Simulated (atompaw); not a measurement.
**How hard is this S (Z = 16) PAW (atompaw) potential?**

```json
{"Element": "S (Z = 16)", "Generator": "atompaw 4.2.0.5", "Type": "PAW", "Functional": "PBE", "Relativity": "scalar-relativistic", "Frozen core": "[Ne]", "Valence charge": "6", "Reference configuration": "3s2 3p4", "Partial waves": "3s (bound): rc 1.70 bohr; 3s channel at -0.65 Ry: rc 1.70 bohr; 3p (bound): rc 1.70 bohr; 3p channel at 0.65 Ry: rc 1.70 bohr; 3d channel at 0.3 Ry: rc 1.70 bohr", "Local potential": "troulliermartins scheme with l = 3 at 0 Ry, radius 1.10 bohr", "Core correction": "smooth core density matched at 1.25 bohr", "Augmentation charge": "sinc compensation charge, radius 1.65 bohr; PAW radius 1.70 bohr; waves and projectors: custom rrkj gramschmidtortho"}
```

The pseudo-atom Hamiltonian at the reference potential is diagonalised in spherical Bessel functions j_l(qr) that vanish at 20 bohr, with q² up to the cutoff. All-electron valence levels (Ry): 3s -1.2683, 3p -0.5151.

Q: How do the lowest levels (Ry) of each channel move with the cutoff, and are there ghosts?

A:

```csv
cutoff (Ry),s #1,s #2,p #1,d #1,d #2,f #1,f #2,Σ f·Δε (mRy)
8,-1.2680,-0.0268,-0.4699,0.0703,0.1556,0.1170,0.2496,181.6
10,-1.2682,-0.0268,-0.4916,0.0702,0.1548,0.1170,0.2496,94.8
12,-1.2682,-0.0268,-0.5034,0.0702,0.1542,0.1170,0.2496,47.3
15,-1.2682,-0.0268,-0.5113,0.0701,0.1537,0.1170,0.2496,15.8
18,-1.2682,-0.0268,-0.5134,0.0701,0.1531,0.1170,0.2496,7.3
21,-1.2683,-0.0268,-0.5144,0.0700,0.1529,0.1170,0.2496,3.3
25,-1.2683,-0.0268,-0.5150,0.0700,0.1528,0.1170,0.2496,0.9
30,-1.2684,-0.0268,-0.5151,0.0700,0.1527,0.1170,0.2496,0.3
35,-1.2684,-0.0268,-0.5151,0.0700,0.1527,0.1170,0.2496,0.2
400,-1.2684,-0.0268,-0.5152,0.0700,0.1527,0.1170,0.2496,0.0
```

Result: no extra level below or beside the all-electron valence levels (s, p, d, f tested); 10 mRy is reached at 18 Ry and 1 mRy at 25 Ry.
